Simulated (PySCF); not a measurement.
Two-component Hartree-Fock for N²⁺ (nitrogen, charge +2)

Start: [He] 2s2 2p1; 2p1/2 filled at m_j = +1/2. Calculated with PySCF 2.14 in x2c-TZVPall-2c (5s3p2d1f, 31 functions): generalised Hartree-Fock with the X2C-1e Hamiltonian and a Gaussian nucleus; one run each with spin-orbit coupling (SO) switched off, then screened by Boettger's factors.

```csv
spinor shell,electrons,"ε, spin-free (eV)","ε, screened SO (eV)",weight of nominal j (screened SO),"rms radius, screened SO (bohr)"
1s1/2,2,-466.02,-466.01,1.000,0.264
2s1/2,2,-56.493,-56.490,0.999,1.28
2p1/2,1,-48.076,-48.091,0.908,1.24
```

```csv
quantity,spin-free,screened SO
E (hartree),-52.84939,-52.84993
M_J,1/2,1/2
⟨J²⟩,1.087,1.030
⟨L²⟩,2.015,2.015
⟨S²⟩,0.755,0.755
```

Each row is a mean over spinors that exchange with the open shell spreads, by up to 1.255 eV (2s1/2).

⟨J²⟩ departs a little from M_J(M_J + 1) because the unrestricted spinors polarise the closed shells.

Without spin-orbit coupling the j labels of p, d and f shells carry no meaning; the spin-free column gives the mean over the occupied spinors of each nl shell, and its ⟨J²⟩ belongs to a mixture of degenerate components.
